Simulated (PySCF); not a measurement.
## Computed spin Hamiltonian

C3H8NOSi (doublet state).
Geometry (GFN2-xTB, Å), atoms numbered from 1 in this order:
```
atom  x, y, z in Å
C1    -2.401   -0.476   -0.222
C2    -1.609    0.184   -1.044
C3    -0.327    0.844   -0.640
O4    -0.068    0.689    0.731
Si5    1.348    0.860    1.499
N6     2.563   -0.080    0.686
H7    -3.316   -0.936   -0.555
H8    -2.156   -0.571    0.822
H9    -1.844    0.290   -2.096
H10   -0.383    1.917   -0.876
H11    0.499    0.424   -1.230
H12    1.871    2.224    1.466
H13    2.323   -1.011    0.381
H14    3.499   -0.078    1.056
```

The hyperfine couplings belong to this conformer and change with its torsions.

The species is `N[SiH]OCC=C` [radical].

Method: UKS B3LYP, pcH-1 on C H N O Si, non-relativistic, mean-field spin-orbit, GIAO (PySCF). One conformer (not necessarily the lowest) at the GFN2-xTB geometry, without solvent, vibrations or thermal averaging. A GFN2-xTB geometry isn't a minimum of the functional, and hyperfine couplings can be far from their values at a DFT geometry, by a factor of two or more for some ions and for spin on atoms past the first row. The SCF solution wasn't tested for stability.

| Quantity | Value |
| --- | --- |
| g1, g2, g3 | 2.00129, 2.00215, 2.00256 |
| g_iso | 2.00200 |
| Form of g | rhombic: the two nearest values differ by 33 % of g3 − g1 |
| ⟨S²⟩ | 0.7519 (exact 0.7500) |
| HOMO–LUMO gap, α and β orbitals | 5.28, 5.18 eV |

Isotropic coupling and dipolar principal values T1 to T3, in MHz:

| atom | isotope | a_iso | of which spin–orbit | T1 | T2 | T3 | Mulliken spin population |
| --- | --- | --- | --- | --- | --- | --- | --- |
| C1 | 13C | 0.1 | 0.0 | -0.2 | -0.2 | 0.4 | 0.00 |
| C2 | 13C | -0.9 | 0.0 | -0.3 | -0.3 | 0.6 | 0.00 |
| C3 | 13C | 21.8 | 0.0 | -3.0 | -2.8 | 5.7 | 0.02 |
| O4 | 17O | -98.3 | 0.0 | -7.3 | 2.6 | 4.6 | 0.00 |
| Si5 | 29Si | -689.9 | 0.9 | -133.8 | 65.7 | 68.1 | 0.76 |
| N6 | 14N | 6.3 | 0.0 | -9.2 | -8.9 | 18.1 | 0.14 |
| H7 | 1H | -0.1 | 0.0 | -0.5 | -0.4 | 0.9 | 0.00 |
| H8 | 1H | 0.2 | 0.0 | -1.3 | -1.1 | 2.4 | 0.00 |
| H9 | 1H | 2.1 | 0.0 | -0.6 | -0.5 | 1.1 | 0.00 |
| H10 | 1H | -1.6 | 0.0 | -2.2 | -1.0 | 3.1 | 0.00 |
| H11 | 1H | -1.9 | 0.0 | -2.5 | -0.3 | 2.8 | 0.00 |
| H12 | 1H | 185.5 | 0.0 | -6.6 | -0.7 | 7.2 | 0.09 |
| H13 | 1H | -11.0 | 0.0 | -11.6 | -3.5 | 15.1 | -0.01 |
| H14 | 1H | -11.1 | 0.0 | -11.0 | -3.1 | 14.2 | 0.00 |

The largest Mulliken spin populations are on Si5 (+0.76), N6 (+0.14) and H12 (+0.09). The angles at Si5 add up to 327.2°, so it is pyramidal.

Axes: g3 points within 10° of the N6–H14 bond.

Under fast tumbling the dipolar parts average out, and these isotropic splittings remain: 1 × 1H (H12, I = 1/2, 2 lines) with 6.62 mT, 2 × 1H (H13/H14, I = 1/2, 3 lines) with 0.40 mT, 1 × 14N (N6, I = 1, 3 lines) with 0.22 mT, 1 × 1H (H9, I = 1/2, 2 lines) with 0.08 mT and 2 × 1H (H10/H11, I = 1/2, 3 lines) with 0.06 mT.

Means are taken over nuclei equivalent by connectivity, which assumes that they swap fast.

The 17O coupling of O4 (-98.3 MHz) shows only in satellite lines or after enrichment, since that isotope makes up about 0.038 % of natural oxygen.

The 29Si coupling of Si5 (-689.9 MHz) shows only in satellite lines or after enrichment, since that isotope makes up about 4.7 % of natural silicon.

Examples of negative spin density at the nucleus (bohr⁻³): H13/H14 (-0.0025).

Time: 57 s (with the writing of density and orbital grids); peak memory 0.85 GiB. Hardware: one thread, Arm Neoverse V2 (aarch64) (shared host).
